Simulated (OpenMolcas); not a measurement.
# B+: RASPT2 settings compared

| Property | Result |
| --- | --- |
| Program | OpenMolcas 26.06 |
| Basis | ANO-R3 [4s4p2d1f] |
| Scalar Hamiltonian | X2C, finite nucleus |
| Active space | 2 electrons in 9 orbitals (RAS2 2s 2p; RAS3 3d, at most 2 electrons) |
| State averaging | 2S+1 = 1 even, 7 roots; 2S+1 = 3 even, 3 roots kept (CI in the orbitals of an earlier block); 2S+1 = 1 odd, 3 roots; 2S+1 = 3 odd, 3 roots kept (CI in the orbitals of an earlier block) |
| Spin-orbit coupling | RASSI with atomic mean-field integrals over the reference wave functions, term energies averaged over their components |

Methods on the same reference wave functions:
A. RASSCF
B. SS-RASPT2, IPEA 0.6 Eh, sigma1 regulariser 0.2 Eh (closed shells correlated: 1s)
C. MS-RASPT2, IPEA 0.6 Eh, sigma1 regulariser 0.2 Eh (closed shells correlated: 1s)
D. XMS-RASPT2, IPEA 0.2 Eh, imaginary shift 0.5 Eh (closed shells correlated: 1s)
E. XMS-RASPT2, IPEA 0.4 Eh, sigma1 regulariser 0.05 Eh (closed shells correlated: 1s)

Energies in cm⁻¹ above 2s² ¹S₀, the measured ground level; measured values from NIST Handbook of Basic Atomic Spectroscopic Data.

```
     Level       A       B       C       D       E  Measured
   2s² ¹S₀     0.0     0.0     0.0     0.0     0.0       0.0
2s 2p ³P°₀   37810   37390   37420   37870   37300     37336
2s 2p ³P°₁   37817   37390   37420   37870   37310     37342
2s 2p ³P°₂   37831   37410   37440   37890   37320     37358
2s 2p ¹P°₁   75427   74120   74150   74380   74180     73397
   2p² ³P₀   99746   99380   99410   99670   99420     98911
   2p² ³P₁   99752   99390   99420   99680   99430     98920
   2p² ³P₂   99766   99400   99430   99690   99440     98933
   2p² ¹D₂  103588  102950  102980  103260  103030    102363
   2p² ¹S₀  136829  130900  130960  132430  130420    127661
```

Deviations, from unrounded energies. A percentage is the sum of absolute deviations over the sum of measured energies, with the sign that they share, or ± where signs differ.

| Against measurement | Levels | A | B | C | D | E |
| --- | --- | --- | --- | --- | --- | --- |
| mean absolute deviation (cm-1) | 9 | 1800 | 680 | 710 | 1200 | 650 |
| other configurations (%) | 9 | +2.3 | +0.9 | +0.9 | +1.5 | ±0.8 |

B, E lie about equally close to measurement and A furthest from it. The largest miss of E in the table is 2p² ¹S₀, by +2800 cm-1. The ranking rests on the paired levels alone, and a cruder setting can come out closer through cancelling errors.

Among B to E the level of the table that moves most is 2p² ¹S₀, by 2000 cm-1 (lowest in E, highest in D). Moves below CASPT2's spread within the term are not significant.

The lowest spin-free term lies below A's lowest term by 0.012 hartree in B, 0.013 hartree in C, 0.015 hartree in D, 0.014 hartree in E.

Term energies are means over components that CASPT2 splits; among the terms shown or strongly mixed into the levels shown the widest spread is 17 cm-1 (2p² ¹D, E). Over all roots computed the reference weight is 0.94 to 0.99 in E; the roots of lowest weight are the least certain, and an intruder state may touch them. Terms from blocks run as CI alone lack orbitals of their own. Active for correlation alone: 3d; no level in the range computed is led by a configuration that fills it, so any true level of that kind is missing. Without dynamic correlation excited terms often stand tens of per cent too high (terms of higher spin than the ground term too low), and those without a measured partner can miss by more than the paired ones (holds for A). Measured partners are found by configuration, term and J. A level has none where our copy of the source lacks it or the pairing is in doubt (some pairs that miss far off the trend of their configuration count as doubtful), and it then counts in no deviation. Levels of configurations outside the active space are missing.

° marks odd parity.
